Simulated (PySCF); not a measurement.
pent-4-yn-2-one (C5H6O), SMILES C#CCC(C)=O.

The structure is a stationary point at r2SCAN-D4/def2-SVP. Other conformers were not sampled.

Calculation: PBE/def2-TZVP in PySCF.

Isolated molecule, no solvent.

Computed frontier levels, gap, dipole moment and polarisability:
| Property | Result |
|---|---|
| highest occupied level | -5.84 eV |
| lowest empty level | -1.85 eV |
| orbital gap | 3.99 eV |
| dipole moment | 0.460 e·Å |
| quadrupole, principal values (traceless, Buckingham form, about the centre of nuclear charge) | -6.16, 2.02, 4.14 D·Å |
| mean static polarisability | 61.4 bohr³ (9.10 Å³) |
| polarisability, principal values | 43.1, 56.7, 84.5 bohr³ |
